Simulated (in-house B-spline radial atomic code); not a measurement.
A fraction x of an electron is moved 4p → 4f in the cadmium ion Cd⁴⁺, starting from [Kr] 4d8 and keeping the highest spin. All numbers are computed (scalar-relativistic (X2C) revTPSS, spin-polarised, spherical fractional occupations; Fermi nucleus of rms radius 4.6087 fm) with a B-spline radial code for spherical atoms, not measured.

```tsv
x	E(x) - E(0) (eV)	4p down level (eV)	4f up level (eV)
0	0.0000	-119.362	-
0.125	12.7103	-120.415	-18.432
0.25	?	?	?
0.375	38.3646	-122.359	-19.151
0.5	51.2985	-123.258	-19.530
0.625	64.2945	-124.111	-19.910
0.75	77.3472	-124.919	-20.284
0.875	?	?	?
1	103.6043	-126.409	-21.008
```

(1) What belongs in the row x = 0.25?

(2) What belongs in the row x = 0.875?

(3) Check Janak's theorem between x = 0.375 and 0.5.

Answers

(1) An energy change of 25.4991 eV; 4p down at -121.412 eV, 4f up at -18.784 eV.

(2) An energy change of 90.4518 eV; 4p down at -125.685 eV, 4f up at -20.651 eV.

(3) The slope of the energy is 103.47 eV; the orbital levels give 103.47 eV (ε of the receiving orbital less ε of the emptying one, averaged over the two points).
